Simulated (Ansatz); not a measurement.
Compare A (`C[SiH2]BN`) with its isomer B (`B[SiH2]CN`).

Isolated molecules relaxed with PBE0-D4/def2-TZVP in Ansatz; ΔE leaves out vibrations. CBS: MP2 limit from def2 TZ/QZ plus the TZ coupled-cluster correction, frozen cores. DFT in def2-TZVPP. B3LYP here is the variant with VWN-RPA as its local correlation; programs differ in this. One conformer a species, not always the lowest.

(1) Which is lower in electronic energy at CCSD(T)/CBS, and by how much? (Estimate.)

(2) Give E(B) − E(A) in kJ/mol with ωB97M-V, B3LYP, CCSD(T)/def2-TZVPP, PBE-D4, LDA (SPW92), CCSD(T)/def2-SVP, BLYP-D4. (Best estimate.)

(3) Does the order hold for the free energy at 298.15 K (harmonic terms from PBE0-D4)? (Best estimate.)

Largest T1 diagnostic: 0.012.

Results:

(1) Ansatz gave: A, by 247.3 kJ/mol.

(2) Ansatz gave: ωB97M-V 249.8, B3LYP 250.2, CCSD(T)/def2-TZVPP 247.5, PBE-D4 251.5, LDA (SPW92) 261.3, CCSD(T)/def2-SVP 255.4, BLYP-D4 249.1. None reverses the order clearly.

(3) Ansatz gave: Yes: G(B) − G(A) = +237.2 kJ/mol, for one conformer each.

Leaving LDA and LC-ωPBE aside and taking each functional with its dispersion term where it has one, the values, not all of them listed here, spread over 11.1 kJ/mol, from ωB97X-V to r2SCAN-D4. LDA lies +9.4 kJ/mol from PBE without D4. In def2-TZVPP, CCSD(T) changes the Hartree–Fock value by +13.4 kJ/mol (the triples alone add +2.8 kJ/mol) and MP2 by +19.5 kJ/mol.
